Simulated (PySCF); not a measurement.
```xyz
5
charge 0 multiplicity 1, angstrom
Ce    0.0000    0.0000    0.0000
H    -1.1392   -1.1392    1.1392
H    -1.1392    1.1392   -1.1392
H     1.1392    1.1392    1.1392
H     1.1392   -1.1392   -1.1392
```

Computed with PBE0 in PySCF with Ce def2-TZVP with ECP28, H def2-TZVP; scalar-relativistic core potentials, no spin–orbit coupling; density-fitted integrals.

This geometry of CeH₄ is a stationary point at this level.

Task: What is the point group?

Result: Td.

Task: Is it a minimum?

Result: Yes: all harmonic wavenumbers are real.

Task: Which band is strongest in the infrared?

Result: 1442 cm⁻¹ (t2), 3124 km/mol.

Task: Give the atomic charges and bond orders.

Result: 
```json
{"atom": "Ce1", "Mulliken": "0.80", "Löwdin": "0.56", "polar tensor": "2.08", "Mayer order to Ce1": "–"}
{"atom": "H2,3,4,5", "Mulliken": "-0.20", "Löwdin": "-0.14", "polar tensor": "-0.52", "Mayer order to Ce1": "0.95"}
```

Task: Give the ideal-gas entropy at 298.15 K and 1 bar by parts.

Result: translation 170.8, rotation 57.1, vibration 13.2, spin 0.0; total 241.2 J/(mol K).

Stability towards spin polarisation was not tested. Only a few start shapes were tried, so a lower isomer may exist.
